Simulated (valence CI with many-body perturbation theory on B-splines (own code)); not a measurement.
Re³⁵⁺: what the settings do

Calculated by configuration interaction combined with many-body perturbation theory (CI+MBPT): four valence electrons over a frozen Dirac-Fock core [Kr], radial functions for each j: 6 s, 6 p, 5 d, 5 f, 1 g, with the one-electron correlation potential Σ1, the two-electron term Σ2, the three-electron term Σ3, Breit, model QED; selected CI, second order for the rest, scaled by the run's own slope (own B-spline code, finite nucleus).

No measured spectrum was set against this ion. As an estimate, large intervals hold to a few tenths of a per cent, small ones and those within an open d or f shell to about a per cent. Only levels of the ground parity were solved; by the run's estimate the other parity begins above the list, which can be wrong where configurations are misplaced.

The reference run has the lowest level (4d3/2^4) J=0 and an ionisation energy of 1530.73 eV. Its largest variational space holds 8759 state functions.

Levels are named by their leading jj configuration (3d3/2^4 stands for four electrons in 3d with j = 3/2), which in mixed levels can hold well under half, so a name can repeat and another be missing. Letters in brackets count levels of one name in rising energy.

Changed runs:
A. screening of Σ1 on → off
B. hole-hole ladder in Σ2 on → off
C. correlating orbitals by l 3 3 3 3 1 → 4 4 3 0 0; screening of Σ1 on → off
D. correlating orbitals by l 3 3 3 3 1 → 0 0 0 0 0 (bad on purpose)

Excitation energies of the reference run in cm⁻¹, and shifts in cm⁻¹:

```
                    Level  Reference      A      B      C      D
      (4d3/2^3 4d5/2) J=1     126852   +205  -2404   -230   -595
      (4d3/2^3 4d5/2) J=4     167730   +206  -3268   +360   +131
      (4d3/2^3 4d5/2) J=2     169952   +223  -2027   +327    +15
      (4d3/2^3 4d5/2) J=3     181657   +217  -2251   +514   +261
(4d3/2^2 4d5/2^2) J=0 [a]     283144   +403  -2020   -2.2   -552
(4d3/2^2 4d5/2^2) J=2 [a]     288127   +387  -2581   +454    -45
(4d3/2^2 4d5/2^2) J=4 [a]     293406   +411  -4851   +130   -446
(4d3/2^2 4d5/2^2) J=3 [a]     297571   +406  -4075   +294   -271
    (4d3/2^2 4d5/2^2) J=5     313283   +408  -5948   +496    -11
    (4d3/2^2 4d5/2^2) J=1     323602   +410  -1694   +822   +347
    (4d3/2^2 4d5/2^2) J=6     324774   +411  -7036   +635   +161
(4d3/2^2 4d5/2^2) J=3 [b]     337262   +400  -2586  +1127   +706
   Ionisation energy (eV)    1530.73  +0.21  -0.60  +0.06  -0.14
```
